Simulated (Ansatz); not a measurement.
A nudged elastic band was laid between two geometries of AlH3O2S + H4Si (12 atoms, charge 0, multiplicity 1).

The calculation used RKS BLYP/cc-pVDZ (Ansatz 0.2.0).

```yaml
movable_images: 7
climbing_image: yes
spring: 5.0 eV/Å²
optimiser: quadratic models (default)
start_path: through a guess of the saddle point
force_threshold: 0.05 eV/Å
iteration_limit: 60
end_points: relaxed
```

Initial state:

```xyz
12
Properties=species:S:1:pos:R:3
Al 0.611 -1.639 0.769
S 1.919 -2.612 -0.736
O 0.982 -1.587 2.469
O -0.862 -0.892 0.201
H 0.618 1.879 -0.710
Si -0.811 2.291 -0.928
H 1.055 -2.297 -1.753
H 1.808 -1.977 2.810
H -1.460 -0.508 0.871
H -1.437 1.456 -2.006
H -1.583 2.147 0.355
H -0.841 3.739 -1.341
```

Final state:

```xyz
12
Properties=species:S:1:pos:R:3
Al -0.071 -0.381 0.700
S 1.728 -1.223 -1.149
O 0.898 -0.187 2.156
O -0.913 -1.901 0.343
H 1.906 -0.070 -1.867
Si -0.816 1.762 -0.256
H 0.714 -1.659 -1.959
H 1.203 -0.986 2.626
H -1.683 -2.152 0.889
H -1.322 1.604 -1.675
H -1.942 2.407 0.519
H 0.297 2.785 -0.326
```

Q: Which bonds break or form, and what moves?

A: Bonds broken: H5–Si6. Bonds formed: Al1–Si6, S2–H5. AlH3O2S + H4Si becomes AlH7O2SSi.

Q: What energy profile does the band end with?

A: The forces met the threshold. The highest image is number 6 of 0 to 8, 140.8 kJ/mol above the first end and 70.1 kJ/mol above the last; the last end lies 70.7 kJ/mol above the first. A vibrational analysis at the climbing image gives one clearly imaginary mode, 798i cm⁻¹: a first-order saddle point. The orbitals stay closed-shell, which can raise the energy where a bond breaks towards radicals; this wasn't checked here.

```tsv
image	path coordinate (Å)	energy (kJ/mol)	H5–Si6 (Å)	Al1–Si6 (Å)	S2–H5 (Å)
0	0.00	0.0	1.50	4.51	4.68
1	0.88	0.2	1.50	4.20	4.14
2	1.77	0.5	1.51	3.87	3.74
3	2.65	1.2	1.51	3.58	3.35
4	3.53	6.0	1.51	3.45	3.00
5	4.41	32.8	1.54	3.13	2.53
6	5.30	140.8	2.00	2.64	1.68
7	6.21	87.7	2.74	2.47	1.37
8	7.13	70.7	3.66	2.46	1.37
```

Q: What is the geometry of the highest image?

A: 
```xyz
12
Properties=species:S:1:pos:R:3
Al 0.164 -0.664 0.559
S 1.766 -1.124 -1.215
O 0.946 -0.191 2.054
O -1.101 -1.856 0.309
H 0.785 0.220 -0.976
Si -0.515 1.658 -0.504
H 0.778 -1.704 -1.967
H 1.340 -0.890 2.612
H -1.874 -1.842 0.904
H -1.280 1.619 -1.802
H -1.503 1.998 0.593
H 0.494 2.775 -0.568
```

Q: What are the harmonic wavenumbers there?

A: 798i, 89, 101, 120, 139, 181, 182, 219, 286, 298, 316, 382, 455, 461, 549, 623, 676, 743, 849, 867, 890, 915, 1010, 1266, 2082, 2126, 2138, 2563, 3686, 3693 cm⁻¹.

Time of the run: 8.5 min on 2 threads of Arm Neoverse V2, on a shared host, peak memory 0.18 GiB.
